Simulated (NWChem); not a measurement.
System: CH4BBr; SMILES CBBr

Program: NWChem. This build's default masses of Se (78.918 u) and Br (79.917 u) are each other's, which moves their modes by up to 0.6 %. Each level has its own optimisation; frequencies are unscaled.

```json
[
 {"level": "PBE/def2-SVP", "r B–H (Å)": "1.216", "r B–Br (Å)": "1.921", "r B–C (Å)": "1.558", "highest harmonic frequency (cm⁻¹)": "3091", "lowest (cm⁻¹)": "71", "zero-point energy (kcal/mol)": "29.9", "dipole (D)": "1.30"},
 {"level": "LDA (Slater exchange, VWN5)/def2-SVP", "r B–H (Å)": "1.219", "r B–Br (Å)": "…", "r B–C (Å)": "…", "highest harmonic frequency (cm⁻¹)": "3093", "lowest (cm⁻¹)": "71", "zero-point energy (kcal/mol)": "29.8", "dipole (D)": "1.32"},
 {"level": "PBE0/def2-SVP", "r B–H (Å)": "1.207", "r B–Br (Å)": "1.911", "r B–C (Å)": "1.553", "highest harmonic frequency (cm⁻¹)": "3182", "lowest (cm⁻¹)": "60", "zero-point energy (kcal/mol)": "30.9", "dipole (D)": "1.41"}
]
```

Q: Fill in the missing entries.

A: 
- LDA (Slater exchange, VWN5)/def2-SVP, r B–Br (Å): 1.898
- LDA (Slater exchange, VWN5)/def2-SVP, r B–C (Å): 1.540
